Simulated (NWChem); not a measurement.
# InBr2Cl; SMILES [Cl][In]([Br])[Br]

This build's default masses of Se (78.918 u) and Br (79.917 u) are each other's, which moves their modes by up to 0.6 %. def2 effective core potentials on In; no spin-orbit coupling.

Q: Give the equilibrium geometry at PBE-D3(BJ)/def2-SVP with def2 effective core potentials on In (NWChem) as a list of bonds and angles, with the point group.

A: point group C2v; any orientation.
Bonded distances (Å): In1–Cl2 2.348, In1–Br3 2.479, In1–Br4 2.479. Bond angles (°): Cl2–In1–Br3 119.4, Cl2–In1–Br4 119.4, Br3–In1–Br4 121.3.
